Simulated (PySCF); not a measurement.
# Radial density of F²⁺ (fluorine, charge +2)

UHF, [He] 2s1 2p3 3s1, high-spin 6S determinant (an excited configuration). Calculation: PySCF 2.14, in dyall-acv3z (15s9p4d2f, 76 functions); no relativity, point nucleus.

```
r (bohr)  4πr²ρ (e/bohr)  4πr²(ρα − ρβ)
 0.00232         0.02871         0.0011
 0.00390         0.07900         0.0030
 0.00656          0.2130         0.0080
  0.0110          0.5563         0.0210
  0.0186           1.375         0.0518
  0.0312           3.102         0.1164
  0.0525           6.010         0.2245
  0.0883           9.047         0.3435
   0.149           9.078         0.4591
   0.250           5.368         1.0837
   0.420           3.940         3.2580
   0.707           4.720         4.7032
    1.19           2.028         2.0281
    2.00          0.5623         0.5623
    3.36          0.2662         0.2662
    5.66         0.01582         0.0158
```

The outer electron is Rydberg-like, and this basis confines it to a smaller radius and binds it less than a complete one would.
